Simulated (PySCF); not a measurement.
# What a mistake does to a calculation on AlBGeH6N

Calculated results; nothing here was measured. The program is PySCF 2.14.0, an open-source quantum chemistry code, run on an isolated molecule that a program drew, which may never have been made. The molecule is AlBGeH6N (charge 0, doublet), drawn as the SMILES string `[NH2][AlH][BH][GeH2]`.

Each row is a Hartree-Fock (HF) and frozen-core CCSD(T) single point in the cc-pV(D+d)Z basis, meant for a local HF minimum. Run 1 is clean. Each other run has one planted mistake out of seven kinds, and not every kind appears here: one electron removed, one electron added, multiplicity raised by two, geometry at a saddle point, minimal basis STO-3G, one bond length entered in bohr, all coordinates scaled. The reference is restricted for singlets and unrestricted otherwise, and also for a bond in bohr. Adding or removing an electron swaps singlet and doublet. Electrons count all cores. HOMO and LUMO are orbital energies over both spins, the gradient is its largest component, and the lowest frequency (negative if imaginary) is given only where the gradient is small. Bond lengths are over the 9 bonds as drawn. T1 is the CCSD diagnostic: over 0.02 (restricted) or 0.045 (unrestricted) a single reference is doubtful. Germanium has the cc-pVDZ-PP basis, with a core potential (ECP10MDF) in place of its 10 inner electrons, and its 3s, 3p and 3d shells are frozen in CCSD(T).

Geometry of the clean run:
```xyz
10
AlBGeH6N, angstrom
N     2.2609   -1.2134   -1.2547
Al    1.5336   -0.5562    0.2182
B     0.9017    1.4871    0.3194
Ge   -0.7930    2.1776   -0.4862
H     2.4247   -0.7107   -2.1070
H     2.5868   -2.1568   -1.3585
H     1.3841   -1.5688    1.4304
H     1.5349    2.3371    0.8881
H    -1.7972    1.3161   -1.2549
H    -1.3100    3.6142   -0.3920
```

```
run,electrons,basis functions,<S^2>,HOMO (eV),LUMO (eV),gradient (hartree/bohr),lowest frequency (cm^-1),mean bond (Å),longest bond (Å),T1,HF (hartree),CCSD(T) (hartree),mistake
1,63,104,0.760,-8.03,0.32,9.4e-06,26,1.5295,2.141,0.0179,-617.90370,-618.37399,no fault
2,63,104,1.160,-7.24,-0.05,2.8e-05,-625,1.5195,2.193,0.0450,-617.85207,-618.33196,geometry at a saddle point
3,63,104,1.701,-6.73,0.68,1.9e-02,-,1.7044,3.344,0.0677,-617.77744,-618.22641,one bond length entered in bohr
4,63,104,0.764,-7.86,0.35,5.5e-02,-,1.6442,2.302,0.0227,-617.86281,-618.34410,all coordinates scaled
5,64,104,0.000,-1.14,6.31,3.3e-02,-,1.5295,2.141,0.0199,-617.91652,-618.42929,?
```

**Which mistake was planted in run 5, and what did it cost?**

It counts 64 electrons, one more than the clean run, at the same geometry and basis. So the mistake is: one electron added. Subtracting run 1 and multiplying by 627.51 kcal/mol a hartree, the energy moved by -8.0 kcal/mol in HF and -34.7 kcal/mol in CCSD(T).

Cautions from the logs. Run 2: T1 is over the limit, so its CCSD(T) energy is less reliable; run 3: T1 is over the limit, so its CCSD(T) energy is less reliable.
